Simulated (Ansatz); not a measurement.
`F[C@H]1COC[C@@H]1F`, relaxed with RKS PBE0-D4/def2-TZVP in Ansatz from a PBE-D4/def2-SVP geometry. The force threshold is 0.005 eV/Å; the program also tests the step.

Charge 0, multiplicity 1.

Start:

```xyz
13

F    -1.236    1.149    1.059
C    -0.128    1.029    0.223
C     0.976    0.233    0.905
O     0.651   -1.143    0.724
C    -0.384   -1.270   -0.249
C    -0.507    0.087   -0.928
F     0.450    0.226   -1.931
H     0.178    2.037   -0.127
H     1.958    0.473    0.433
H     1.032    0.473    1.988
H    -0.123   -2.061   -0.984
H    -1.353   -1.537    0.236
H    -1.513    0.304   -1.347
```

Q: How much energy does the relaxation release, and in how many steps? (An estimate is asked.)

A: Computed: 5.36 kJ/mol, in 5 steps.

Q: Which bonds change most? (Estimate.)

A: Ansatz gave: C6–H13 from 1.110 to 1.091 Å; C3–H9 from 1.116 to 1.096 Å; C2–H8 from 1.110 to 1.091 Å; C5–H12 from 1.115 to 1.096 Å.

Q: Give the relaxed structure. (An estimate is asked.)

A: Ansatz gave: 
```xyz
13

F    -1.212    1.188    1.042
C    -0.116    1.026    0.212
C     0.964    0.232    0.908
O     0.647   -1.136    0.718
C    -0.375   -1.265   -0.256
C    -0.518    0.087   -0.914
F     0.404    0.230   -1.936
H     0.202    2.008   -0.143
H     1.939    0.458    0.462
H     0.996    0.459    1.976
H    -0.098   -2.032   -0.983
H    -1.319   -1.548    0.225
H    -1.514    0.294   -1.310
```
